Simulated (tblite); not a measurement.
C4H12GeSi.
Geometry (GFN2-xTB, Å), atoms numbered from 1 in this order:
```
atom  x, y, z in Å
C1     2.888    0.727   -0.354
C2     1.607    0.650   -0.667
C3     0.934   -0.568   -1.187
Ge4   -0.155   -1.414    0.250
C5    -1.300   -0.095    1.169
Si6   -2.523    0.786    0.016
H7     3.326    1.628    0.043
H8     3.555   -0.109   -0.492
H9     0.961    1.507   -0.518
H10    0.269   -0.309   -2.012
H11    1.668   -1.286   -1.553
H12   -0.991   -2.530   -0.336
H13    0.766   -2.074    1.254
H14   -0.652    0.640    1.648
H15   -1.845   -0.599    1.966
H16   -1.795    1.533   -1.016
H17   -3.395   -0.201   -0.626
H18   -3.326    1.721    0.809
```

All values are computed: GFN2-xTB (tblite) harmonic vibrations without scaling, gas phase. This tight-binding method is rough: wavenumbers can miss measured ones by several per cent, in bad cases by 10 to 20. Modes of hydrogen on germanium and silicon can be 10 to 20 % off. One conformer, not necessarily the lowest.

Harmonic wavenumbers (cm⁻¹): 42.9, 53.3, 80.1, 106.5, 125.2, 163.8, 227.1, 390.8, 402.5, 478.0, 494.9, 519.5, 569.7, 606.4, 653.0, 695.2, 726.7, 764.7, 778.8, 789.2, 792.3, 804.9, 844.1, 881.8, 950.9, 999.0, 1016.6, 1042.7, 1100.7, 1163.1, 1185.5, 1294.8, 1410.6, 1435.2, 1447.4, 1708.2, 1881.9, 1950.4, 2227.6, 2243.0, 2249.1, 2951.4, 2965.0, 2974.8, 2976.6, 3034.6, 3093.3, 3120.3.

A = 2319, B = 1121, C = 866.0 MHz; mass 161.992 u (most abundant isotopes); point group C1, symmetry number 1.

Task: What is the zero-point energy?

Result: ½Σν̃ = 29207 cm⁻¹ = 349.40 kJ/mol.

Task: Give the ideal-gas entropy at 298.15 K and 1 bar in the rigid-rotor, harmonic-oscillator model (classical rotation).

Result: Translation 172.31, rotation 122.79, vibration 135.31: S = 430.4 J/(mol K).

Task: And Cp and H(298.15 K) − H(0)?

Result: Cp = 167.48 J/(mol K), of which vibrations give 134.23 (their classical limit is 48 R = 399.1); H(298.15 K) − H(0) = 30.32 kJ/mol without the zero-point energy, 20.40 from vibrations.

Task: How do the functions run with temperature in this model?

Result: 
| T (K) | S (J/(mol K)) | Cp (J/(mol K)) | H − H(0) (kJ/mol) | G − H(0) (kJ/mol) | ln q(vib) |
| --- | --- | --- | --- | --- | --- |
| 100 | 304.4 | 82.2 | 5.93 | -24.51 | 2.35 |
| 200 | 373.0 | 122.6 | 16.06 | -58.54 | 5.31 |
| 300 | 431.4 | 168.3 | 30.63 | -98.80 | 8.09 |
| 500 | 535.4 | 240.0 | 71.96 | -195.76 | 13.53 |
| 800 | 663.9 | 305.7 | 154.71 | -376.40 | 21.15 |
| 1000 | 735.3 | 334.3 | 218.86 | -516.48 | 25.79 |

q(vib) and H(0) count from the zero-point level.

Task: Blend soft modes into free rotors: weight 1/[1 + (100 cm⁻¹/ν̃)⁴] for the oscillator and the rest for a rotor with moment μB/(μ + B), μ = h/(8π²ν), B = 10⁻⁴⁴ kg m². What vibrational entropy results?

Result: 120.97 J/(mol K) in place of 135.31, which changes −T·S at 298.15 K by +4.27 kJ/mol.

Task: What must be added to the electronic energy to get the Gibbs energy at 298.15 K and 1 bar?

Result: ZPE + [H(298.15 K) − H(0)] − T·S = 349.40 + 30.32 − 128.32 = 251.40 kJ/mol.

Task: Which modes carry the vibrational entropy at 298.15 K?

Result: 42.9 cm⁻¹: 21.42; 53.3 cm⁻¹: 19.63; 80.1 cm⁻¹: 16.27; 106.5 cm⁻¹: 13.94; 125.2 cm⁻¹: 12.63; 163.8 cm⁻¹: 10.48 J/(mol K); the other 42 give 40.93 together.

Hindered rotation and anharmonicity are outside this model. Other conformers, if any are populated, would add a mixing term that is left out. The structure is chiral; the term R ln 2 for an equal mix with its mirror image is left out.
